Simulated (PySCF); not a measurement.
SMILES CC(C)(C)C[SiH2]Br (C5H13BrSi) (GFN2-xTB optimised geometry):

```
20

C     -0.644    -2.030    -1.266
C     -0.144    -1.324     0.000
C     -0.656    -2.083     1.225
C      1.385    -1.324     0.000
C     -0.682     0.113     0.000
Si    -0.078     1.253     1.384
Br    -1.278     3.122     1.185
H     -0.273    -1.530    -2.158
H     -1.732    -2.031    -1.302
H     -0.303    -3.063    -1.288
H     -1.744    -2.066     1.261
H     -0.334    -3.122     1.188
H     -0.275    -1.647     2.146
H      1.770    -0.722    -0.820
H      1.763    -2.338    -0.117
H      1.776    -0.926     0.934
H     -1.776     0.074     0.027
H     -0.424     0.580    -0.957
H      1.302     1.697     1.234
H     -0.357     0.795     2.739
```

Method: PBE0/def2-SVP (PySCF).

Problem. What are the frontier orbital energies and the dipole moment?

Solution. HOMO-2 -9.01 eV, HOMO-1 -7.96 eV, HOMO -7.84 eV, LUMO 0.22 eV, LUMO+1 1.30 eV; dipole moment 2.59 D.

Meta-Löwdin charges at PBE0/def2-SVP: C1 -0.30, C2 0.08, C3 -0.30, C4 -0.30, C5 -0.41, Si6 0.63, Br7 -0.29, H8 0.09, H9 0.10, H10 0.10, H11 0.10, H12 0.10, H13 0.09, H14 0.10, H15 0.10, H16 0.09, H17 0.11, H18 0.11, H19 -0.09, H20 -0.09.
